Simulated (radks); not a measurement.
Cs IV, configuration [Kr] 4d10 5s2 5p4.

All-electron calculation, Dirac Kohn-Sham, exchange-only LDA, spin-unpolarised, spherical densities, point nucleus; open shells fill j = l - 1/2 first. Program: a radial shooting solver on a logarithmic mesh with Libxc functionals.

Energy parts (eV):
total: -211616.86
kinetic: 225427.82
electron-nucleus: -513506.54
Hartree: 81369.63
exchange: -4907.77

Orbitals (lengths in bohr, moments of r in powers of bohr; r(90%) holds 90 % of the orbital's charge):
| orbital | occ. | eigenvalue (eV) | <r> | r(90%) | <r^2> | <1/r> |
|---|---|---|---|---|---|---|
| 1s1/2 | 2 | -35760.41 | 0.02613 | 0.0470 | 0.0009264 | 59.35 |
| 2s1/2 | 2 | -5631.561 | 0.1118 | 0.173 | 0.01479 | 13.91 |
| 2p1/2 | 2 | -5302.047 | 0.09407 | 0.154 | 0.01089 | 13.90 |
| 2p3/2 | 4 | -4950.254 | 0.09996 | 0.162 | 0.01217 | 12.73 |
| 3s1/2 | 2 | -1192.248 | 0.2992 | 0.440 | 0.1024 | 4.981 |
| 3p1/2 | 2 | -1054.361 | 0.2890 | 0.435 | 0.09708 | 4.896 |
| 3p3/2 | 4 | -986.9838 | 0.3008 | 0.451 | 0.1050 | 4.606 |
| 3d3/2 | 4 | -743.8008 | 0.2716 | 0.426 | 0.08723 | 4.468 |
| 3d5/2 | 6 | -729.4809 | 0.2753 | 0.431 | 0.08949 | 4.394 |
| 4s1/2 | 2 | -247.1194 | 0.6948 | 1.00 | 0.5455 | 2.038 |
| 4p1/2 | 2 | -197.6119 | 0.7204 | 1.05 | 0.5912 | 1.932 |
| 4p3/2 | 4 | -183.7322 | 0.7483 | 1.09 | 0.6377 | 1.836 |
| 4d3/2 | 4 | -103.0828 | 0.8294 | 1.25 | 0.8009 | 1.603 |
| 4d5/2 | 6 | -100.7771 | 0.8398 | 1.27 | 0.8209 | 1.579 |
| 5s1/2 | 2 | -52.5856 | 1.675 | 2.40 | 3.144 | 0.7900 |
| 5p1/2 | 2 | -39.5781 | 1.876 | 2.72 | 3.966 | 0.6977 |
| 5p3/2 | 2 | -37.5739 | 1.948 | 2.82 | 4.272 | 0.6678 |

The highest occupied level is 5p3/2 at -37.574 eV. For comparison, the ionisation energy in NIST's Atomic Spectra Database is 43 eV (theoretical). In exact Kohn-Sham theory the highest level is minus the ionisation energy, but local and semilocal functionals leave it too shallow, through self-interaction and a potential that decays too fast; potentials with the right tail come closer. Summed over all electrons, <r^2> = 37.52 bohr^2, which gives a Langevin (diamagnetic) susceptibility term of -29.7 x 10^-6 cm^3/mol. The density falls to 0.001 e/bohr^3 at r = 3.61 bohr.

Beside tabulated values, note that spin-unpolarised runs miss the spin-polarisation part of the exchange energy of open shells.
